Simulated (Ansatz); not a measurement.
Gas-phase reaction 0.5 R1 + R2 → P1, each structure at its B3LYP-D3(BJ)/def2-TZVP stationary point, reached from a drawn start (curvature not checked).
R1, O2 (SMILES O=O) (charge 0, multiplicity 3):
| atom | x (Å) | y (Å) | z (Å) |
|---|---|---|---|
| O | 0.0000 | 0.0000 | -0.6021 |
| O | 0.0000 | 0.0000 | 0.6021 |
P1, O4Ru (SMILES [O]=[Ru](=[O])(=[O])=[O]) (charge 0, multiplicity 1):
```xyz
5

Ru     0.0000     0.0000     0.0000
O      0.9691     0.9691     0.9691
O      0.9691    -0.9691    -0.9691
O     -0.9691     0.9691    -0.9691
O     -0.9691    -0.9691     0.9691
```
R2, O3Ru (SMILES [O]=[Ru](=[O])=[O]) (charge 0, multiplicity 1, Z-matrix in Å and degrees):
```
Ru
O 1 1.6742
O 1 1.6742 2 120.00
O 1 1.6742 2 120.00 3 180.00
```

P less R. No zero-point or thermal terms; singlets are restricted closed shells; open shells are unrestricted; no spin–orbit coupling. The spin states of the d-block species are the ones drawn and need not be the lowest.

Frozen-core correlation throughout.

The values were computed with Ansatz (Gaussian orbitals). No computed number here is a measurement. Elements past Kr take the def2 small-core potentials, without spin–orbit coupling.

Problem. What reaction energy does CCSD(T)/def2-QZVPP give?

Solution. -1.45 eV

Problem. Estimate the reaction energy that wB97M-V/def2-TZVPP returns for this input.

Solution. -0.78 eV

Problem. Estimate the reaction energy that CCSD/def2-SVP returns for this input.

Solution. -0.15 eV

Ansatz is a quantum-chemistry and plane-wave program.
